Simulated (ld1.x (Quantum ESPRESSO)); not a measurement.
# What one change does to a pseudopotential (Os, TM)

* Element: osmium
* Generator: ld1.x (Quantum ESPRESSO) 7.5
* Type: norm-conserving Troullier–Martins (Kleinman–Bylander form)
* Functional: LDA (PZ)
* Relativity: scalar-relativistic
* Frozen core: [Kr] 4d10 4f14
* Valence charge: 16
* Reference configuration: 5s2 5p6 5d6 6s0 6p0 (charge +2)
* Partial waves: 5s (bound): rc 1.25 bohr; 5p (bound): rc 1.95 bohr; 5d (bound): rc 1.90 bohr
* Local potential: all-electron potential smoothed inside 1.25 bohr (lloc = -1)
* Core correction: a·sin(br)/r model core inside 0.85 bohr

All-electron outer shells of the reference configuration (LDA (PZ), scalar-relativistic, ld1.x):

```
shell  level (eV)  outermost node (bohr)  outermost maximum (bohr)
   5s     -109.10                   0.51                      0.91
   4f      -69.57                      –                      0.40
   5p      -68.33                   0.55                      1.03
   5d      -23.23                   0.60                      1.34
   6s      -21.18                   1.20                      2.33
   6p      -13.94                   1.41                      2.88
```

Change: wave 5s (bound): rc 1.25 bohr becomes 5s (bound): rc 0.98 bohr.

Cutoffs: the cutoffs (Ry, on a coarse ladder) from which the occupation-weighted sum of valence levels, in a spherical-Bessel basis at the reference potential, stays within 10 and 1 mRy of its value at 400 Ry; they do not see the model core or the augmentation charge, which bear on the density cutoff. Errors are all-electron minus pseudo energies relative to the spin-unpolarised reference configuration.

Problem. Predict the effect on cutoff, ghosts and configuration errors.

Solution. The potential gets harder (100 Ry and 180 Ry → 120 Ry and 230 Ry); of the 9 tests that both files solve, the error grows in 0 and shrinks in 7 by more than 15 % and 0.3 meV (median size 1729.5 → 663.7 meV); neither file shows a bound ghost at the reference potential, the only one tested. A smaller radius makes the pseudo-wave follow the all-electron one further in, where it bends more sharply, so more plane waves are needed. Less of the atom is replaced, so other configurations are described better.

```tsv
quantity	base	changed
cutoff, loose	100 Ry	120 Ry
cutoff, tight	180 Ry	230 Ry
loose cutoff by channel (10 mRy a level)	s 90 Ry, p 25 Ry, d 30 Ry	s 110 Ry, p 25 Ry, d 30 Ry
bound ghosts	none	none
error for 5s2 5p6 5d6 6s2 6p0, meV [ΔE -27.15 eV]	+2400	+944
error for 5s2 5p6 5d6 6s1 6p0, meV [ΔE -17.28 eV]	+1572	+590
error for 5s2 5p6 5d5 6s0 6p0, meV [ΔE 29.16 eV]	-6.2	-6.2
error for 5s2 5p6 5d5 6s2 6p1, meV [ΔE -21.00 eV]	+3185	+1369
error for 5s2 5p6 5d6 6s1 6p1, meV [ΔE -22.00 eV]	+1542	+663
error for 5s2 5p5 5d6 6s2 6p0, meV [ΔE 30.01 eV]	+4004	+1491
error for 5s2 5p6 5d6.5 6s1.5 6p0, meV [ΔE -27.07 eV]	+1729	+664
error for 5s2 5p6 5d6 6s0 6p0 (spin-polarised), meV [ΔE -2.29 eV]	+33	+32
error for 5s2 5p6 5d6 6s2 6p0 (spin-polarised), meV [ΔE -29.17 eV]	+2376	+952
s: phases at 2.15 bohr within 0.05 rad from the reference energy up to (Ry; the scan ends near 5)	-2.8	-2.3
p: phases at 2.15 bohr within 0.05 rad from the reference energy up to (Ry; the scan ends near 5)	-1.0	-1.0
d: phases at 2.15 bohr within 0.05 rad from the reference energy up to (Ry; the scan ends near 5)	2.7	2.7
```

Base: These tests converged, but a pseudo level misses the all-electron one widely, so the file describes the atom poorly there or has found another state: 5s2 5p6 5d5 6s0 6p0: empty 6s by 3.3 eV.
